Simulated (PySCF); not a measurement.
Gas-phase reaction: 2 GeHF3 + F2 = 2 GeF3 + 2 HF

Computed with PySCF and rigid-rotor harmonic-oscillator thermochemistry at 1 bar. † marks an energy on the PBE0/def2-TZVP geometry and frequencies; other levels use their own. CCSD(T) freezes the core. Open shells (unrestricted): GeF3 (multiplicity 2); the rest are closed-shell singlets. B3LYP is the form with VWN-RPA correlation. Ge: all electrons, no relativistic terms. GeHF3, GeF3: computed as isolated molecules; such fragments, hydroxides, amides, oligomers or adducts are transient or little studied in the gas. CCSD(T) isn't extrapolated to the basis-set limit; its ΔH°(298 K) is -193.8 kJ in def2-SVP and -227.9 kJ in def2-TZVPP. The harmonic model lacks anharmonicity and excited electronic states, which grow with temperature; levels with a mode under 35 cm⁻¹ are left out.

```json
[
 {"level": "B3LYP/def2-TZVP†", "ΔE electronic, kJ": "-254", "ΔH°(298 K), kJ": "-249", "ΔS°(298 K), J/K": "156", "ΔG°(1400 K), kJ": "-468"},
 {"level": "BLYP/def2-TZVP†", "ΔE electronic, kJ": "-256", "ΔH°(298 K), kJ": "-250", "ΔS°(298 K), J/K": "156", "ΔG°(1400 K), kJ": "-470"},
 {"level": "CCSD(T)/def2-SVP†", "ΔE electronic, kJ": "-199", "ΔH°(298 K), kJ": "-194", "ΔS°(298 K), J/K": "156", "ΔG°(1400 K), kJ": "-413"},
 {"level": "CCSD(T)/def2-TZVPP†", "ΔE electronic, kJ": "-233", "ΔH°(298 K), kJ": "-228", "ΔS°(298 K), J/K": "156", "ΔG°(1400 K), kJ": "-447"},
 {"level": "M06-2X/def2-TZVP†", "ΔE electronic, kJ": "-262", "ΔH°(298 K), kJ": "-257", "ΔS°(298 K), J/K": "156", "ΔG°(1400 K), kJ": "-476"},
 {"level": "PBE/def2-TZVP†", "ΔE electronic, kJ": "-247", "ΔH°(298 K), kJ": "-242", "ΔS°(298 K), J/K": "156", "ΔG°(1400 K), kJ": "-461"},
 {"level": "PBE0/def2-SVP†", "ΔE electronic, kJ": "-210", "ΔH°(298 K), kJ": "-205", "ΔS°(298 K), J/K": "156", "ΔG°(1400 K), kJ": "-424"},
 {"level": "PBE0/def2-TZVP", "ΔE electronic, kJ": "-251", "ΔH°(298 K), kJ": "-246", "ΔS°(298 K), J/K": "156", "ΔG°(1400 K), kJ": "-465"},
 {"level": "ωB97X-V/def2-TZVP†", "ΔE electronic, kJ": "-217", "ΔH°(298 K), kJ": "-212", "ΔS°(298 K), J/K": "156", "ΔG°(1400 K), kJ": "-431"}
]
```
ΔH° is lowest at M06-2X/def2-TZVP† and highest at CCSD(T)/def2-SVP†. No reference value is set beside these.
